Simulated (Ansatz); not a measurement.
Reaction (germylene formation by 1,1-elimination): `[CH3][Ge]([NH2])([Cl])[Cl]` → `CCl` + `[NH2][Ge][Cl]`

Calculated with Ansatz (gas phase, PBE0-D4/def2-TZVP geometries, no zero-point term in ΔE). CCSD(T)/CBS is the MP2 limit (def2-TZVPP, def2-QZVPP) plus CCSD(T) − MP2 in def2-TZVPP, frozen cores. This one scheme is used for every species. Functionals use def2-TZVPP. B3LYP here is the variant with VWN-RPA as its local correlation; programs differ in this. For Ge outer-core shells are correlated without core-valence functions, which leaves a few kJ/mol of doubt a bond. Scalar relativity is left out up to krypton. Each species was taken in one conformer, which may not be the lowest.

```csv
level,ΔE (eV)
PBE-D4,1.63
B3LYP-D4,1.59
CAM-B3LYP-D4,1.74
PBE,1.51
MP2/def2-TZVPP,2.15
CCSD/def2-TZVPP,1.97
HF/def2-QZVPP,1.76
MP2/CBS(def2),2.00
```

(1) What does CCSD(T)/CBS give? (An estimate is asked.)

Largest T1 diagnostic among the species: 0.013.

Results:

(1) Ansatz gave: +1.83 eV. The listed levels differ from it by -0.20, -0.24, -0.09, -0.32, 0.32, 0.14, -0.07, 0.17 eV.

From BLYP to BHLYP (50 % exact exchange), in def2-TZVPP and without D4, ΔE moves by +0.55 eV. In def2-TZVPP, CCSD(T) changes the Hartree–Fock value by +0.21 eV (the triples alone add +0.01 eV) and MP2 by +0.37 eV. Leaving LDA and LC-ωPBE aside and taking each functional with its dispersion term where it has one, the values, not all of them listed here, spread over 0.71 eV, from BLYP-D4 to PBE-QIDH. LDA lies +0.39 eV from PBE without D4.
